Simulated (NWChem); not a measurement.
Molecule: GaH₂O₂Cl; SMILES [OH][Ga]([OH])[Cl]

```xyz
6

Ga    -0.0078     0.3013     0.0000
Cl    -0.0201    -1.8297     0.0000
O     -1.5489     1.1640     0.0000
H     -1.4392     2.1217     0.0000
O      1.5140     1.2096     0.0000
H      2.3006     0.6535     0.0000
```
Atoms are numbered in this order, from 1.

Results from NWChem. Pople sets run with spherical d functions. The geometry was optimised at PBE0/def2-SVP. Level PBE0/6-31G*: energy and gradient; each run changes one setting, and changes count from the defaults (medium grid, exact Coulomb integrals, symmetry on).

```csv
setting,size of the energy change (μHa),largest change of a gradient component (μHa/bohr)
defaults,< 10,< 30
tight SCF thresholds and tolerances,< 10,< 30
Becke weights,< 10,60
extra-fine grid,< 10,60
```
